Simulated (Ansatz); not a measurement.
# Computed against measured: atomisation enthalpy at 298 K

6 molecules holding an element past argon; the atomisation enthalpy at 298 K in kJ/mol, computed less measured. Shapes, held fixed at every level: PBE0-D4/def2-TZVP. Flexible molecules stand in one conformer, not always the lowest. Thermal terms are harmonic and unscaled (PBE0-D4/def2-TZVP); the spin-orbit lowering of the free atoms is taken from their spectra. Programs: Ansatz 0.2.0. Measured values: Active Thermochemical Tables, CRC Handbook of Chemistry and Physics.

Levels: A = SPW92/def2-TZVPP; B = r2SCAN0-D4/def2-TZVPP; C = MP2/def2-TZVPP; D = CCSD(T)/def2-SVP.

```json
{"molecule": "SbBr3 (antimony bromide)", "from tabulated heats": "792", "A": "+212", "B": "-23", "C": "-24", "D": "-162"}
{"molecule": "CBr2ClF (dibromochlorofluoromethane)", "from tabulated heats": "1329", "A": "+384", "B": "-50", "C": "+32", "D": "-148"}
{"molecule": "CHBr2F (dibromofluoromethane)", "from tabulated heats": "1417", "A": "+336", "B": "-40", "C": "+17", "D": "-126"}
{"molecule": "GeF4 (tetrafluorogermane)", "from tabulated heats": "1880", "A": "+381", "B": "-66", "C": "+106", "D": "-133"}
{"molecule": "C3H5Br (allyl bromide)", "from tabulated heats": "3307", "A": "+492", "B": "-36", "C": "-30", "D": "-155"}
{"molecule": "C4H9Br (SMILES CC(C)(C)Br)", "from tabulated heats": "5074", "A": "+706", "B": "-38", "C": "-58", "D": "-211"}
```

**Question.** Sum up the errors.

**Answer.** 
```
                level                   kind  mean error  mean absolute error  worst case
     SPW92/def2-TZVPP                    LDA      +418.5                418.5      C4H9Br
r2SCAN0-D4/def2-TZVPP          global hybrid       -42.2                 42.2        GeF4
       MP2/def2-TZVPP    perturbation theory        +7.2                 44.5        GeF4
     CCSD(T)/def2-SVP  coupled cluster or CI      -155.8                155.8      C4H9Br
```

On this set r2SCAN0-D4/def2-TZVPP has the smallest mean absolute error and SPW92/def2-TZVPP the largest. SPW92/def2-TZVPP is too high in 6 of 6; r2SCAN0-D4/def2-TZVPP is too low in 6 of 6; CCSD(T)/def2-SVP is too low in 6 of 6. The heats of SbBr3 (antimony bromide), GeF4 (tetrafluorogermane), C3H5Br (allyl bromide), C4H9Br (2-bromo-2-methylpropane) come from older tables and can be uncertain by 10 kJ/mol or more. Heats of the atoms come from ATcT where it has them. The levels differ in basis as well as in method. With so many references in doubt the order of the levels isn't settled. The smallest two are near a tie. For SPW92/def2-TZVPP the error tends to grow with the atomisation enthalpy. Correlated wave functions converge slowly with the basis. For atoms past krypton def2 sets carry core potentials with scalar relativity. Relativity is left out for Br, Ge. Outer-core shells of Br, Ge, Sb are correlated, in sets that cover them unevenly. The set is small.
